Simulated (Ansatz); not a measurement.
Ba6O5. Charge 0, multiplicity 5. Geometry PBE-D4/def2-SVP; atoms count from 1.

Cartesian coordinates in Å:
```
Ba -1.702 2.283 1.237
Ba -2.598 -1.680 0.257
Ba 1.379 -2.131 -0.914
Ba 2.211 1.546 -0.005
Ba 0.486 -0.839 2.949
Ba -0.652 0.766 -2.503
O 1.647 0.102 -1.918
O -1.537 -0.095 1.790
O -0.931 -1.416 -1.392
O 1.827 -0.664 1.016
O -0.130 2.128 -0.516
```

In the def2 sets Ba takes a core potential; there is no spin–orbit coupling. At PBE0-D4/def2-TZVP a singlet of charge 0 lies 3.15 eV below the quintet, each at its own geometry. The structure comes from a short search, and lower isomers may exist.

**Question.** Estimate the Mulliken populations from the PBE0/def2-TZVP orbitals of Ansatz.

**Answer.** 
| atom | charge (e) | spin (α − β) |
| --- | --- | --- |
| Ba1 | 0.81 | 0.63 |
| Ba2 | 0.81 | 0.63 |
| Ba3 | 1.04 | 0.34 |
| Ba4 | 1.04 | 0.34 |
| Ba5 | 0.81 | 0.63 |
| Ba6 | 1.04 | 0.34 |
| O7 | -0.92 | 0.68 |
| O8 | -1.16 | 0.09 |
| O9 | -1.15 | 0.11 |
| O10 | -1.15 | 0.11 |
| O11 | -1.15 | 0.11 |
Mulliken values and Mayer orders depend strongly on the basis.

**Question.** Where does the spin sit?

**Answer.** Summed by element: Ba 2.89, O 1.11, of 4 unpaired in all. Largest on single atoms: O7 0.68, Ba1 0.63, Ba2 0.63.

**Question.** And the Mayer bond orders between bonded heavy atoms (over 0.3)?

**Answer.** Ba1–O8 0.43 (2.45 Å); Ba1–O11 0.48 (2.36 Å); Ba2–O8 0.43 (2.45 Å); Ba2–O9 0.48 (2.36 Å); Ba3–O9 0.39 (2.46 Å); Ba3–O10 0.39 (2.46 Å); Ba4–O10 0.39 (2.46 Å); Ba4–O11 0.39 (2.46 Å); Ba5–O8 0.43 (2.45 Å); Ba5–O10 0.48 (2.36 Å); Ba6–O9 0.39 (2.46 Å); Ba6–O11 0.39 (2.46 Å). Values over 0.3 also appear between atoms too far apart for a bond (Ba1–Ba3 0.31 at 5.80 Å; Ba2–Ba4 0.31 at 5.80 Å; Ba5–Ba6 0.31 at 5.80 Å); they arise where an orbital or an unpaired electron spreads over both atoms.
